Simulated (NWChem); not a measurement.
Species: BSiH₃Cl₂; SMILES [SiH3]B(Cl)Cl

```xyz
7

B     -0.0135    -0.0902     0.0056
Cl     1.5341    -0.9096    -0.0046
Cl    -1.4661    -1.0631    -0.0043
Si    -0.0676     1.9350     0.0052
H     -1.4587     2.4597     0.1492
H      0.5091     2.4293    -1.2850
H      0.7781     2.4595     1.1222
```
Atoms are numbered in this order, from 1.

Level: PBE0/def2-SVP (NWChem), optimised geometry, unscaled harmonic frequencies. 

List the harmonic frequencies with IR intensities, and the thermochemistry.


| frequency (cm⁻¹) | IR intensity (km/mol) |
|---|---|
| 13 | 0.0 |
| 147 | 0.4 |
| 244 | 4.6 |
| 299 | 8.2 |
| 416 | 4.0 |
| 563 | 44.4 |
| 591 | 14.5 |
| 860 | 274.3 |
| 919 | 11.6 |
| 936 | 35.0 |
| 943 | 17.5 |
| 962 | 256.9 |
| 2221 | 48.3 |
| 2228 | 73.2 |
| 2242 | 90.0 |

```json
{
 "zero_point_energy": "19.4 kcal/mol",
 "thermal correction to the enthalpy at 298.15 K (with zero-point energy)": "23.9 kcal/mol",
 "heat capacity Cv": "19.3 cal/(mol K)",
 "entropy at 298.15 K and 1 atm (symmetry number 1)": "83.6 cal/(mol K)",
 "dipole_moment": "0.22 D"
}
```

Rigid rotor and harmonic oscillator; modes under 100 cm⁻¹ make the entropy uncertain.
